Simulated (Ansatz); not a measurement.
Geometry optimisation, Ansatz 0.2.0, RHF/cc-pVDZ.

input.yaml

```yaml
crystal:
  periodic: [false, false, false]
  atoms:
    - { symbol: B, position_ang: [-0.723063, 0.443912, -1.288611] }
    - { symbol: "N", position_ang: [0.938105, 0.368707, 1.047644] }
    - { symbol: C, position_ang: [0.711837, -0.934889, 1.644692] }
    - { symbol: O, position_ang: [-1.209637, -0.810438, -1.144536] }
    - { symbol: O, position_ang: [-1.395174, 1.520854, -0.81271] }
    - { symbol: H, position_ang: [1.233764, 0.303846, 0.085995] }
    - { symbol: O, position_ang: [0.480676, 0.642122, -2.028229] }
    - { symbol: H, position_ang: [0.127609, 0.956434, 1.09549] }
    - { symbol: H, position_ang: [1.570609, -1.582292, 1.436318] }
    - { symbol: H, position_ang: [-0.18961, -1.450163, 1.289349] }
    - { symbol: H, position_ang: [0.642874, -0.841065, 2.733479] }
    - { symbol: H, position_ang: [-0.654061, -1.465312, -1.541204] }
    - { symbol: H, position_ang: [-2.213723, 1.284894, -0.400798] }
    - { symbol: H, position_ang: [0.679796, 1.56329, -2.11688] }
basis:
  gaussian: { orbitals: cc-pVDZ }
hamiltonian:
  xc: hf
relax:
  f_tol: 0.03
  max_steps: 50
```

Run as:

```bash
$ ansatz run input.yaml --threads 2 --pin off --max-ram 3072MiB --backend cpu --events-out ev --progress --plain --runs-dir out
```

Problem. Where does it end, and by what steps?

Solution. The forces met the threshold. The force dipped under the threshold on the way, but the program's further checks kept it going. After 9 steps the energy has fallen by 0.219 eV; H6 moved furthest, 0.39 Å.

```csv
step,energy less start (eV),largest force component (eV/Å),accepted
0,0.0000,1.870,yes
1,-0.1540,1.475,yes
2,-0.2019,0.652,yes
3,-0.1588,1.503,no
4,-0.2160,0.095,yes
5,-0.2140,0.277,no
6,-0.2185,0.027,yes
7,-0.2191,0.015,yes
8,-0.2191,0.076,yes
9,-0.2193,0.028,yes
```

```xyz
14
Properties=species:S:1:pos:R:3
B -0.887 0.462 -1.502
N 1.216 0.363 1.306
C 0.832 -0.955 1.782
O -1.439 -0.778 -1.427
O -1.533 1.528 -0.960
H 1.523 0.310 0.350
O 0.319 0.635 -2.106
H 0.421 0.980 1.307
H 1.705 -1.612 1.779
H 0.040 -1.443 1.198
H 0.488 -0.884 2.817
H -0.906 -1.441 -1.839
H -2.368 1.293 -0.584
H 0.590 1.541 -2.121
```

Time of the run: 24 s on 2 threads of Arm Neoverse V1, on a shared host, peak memory 0.27 GiB.
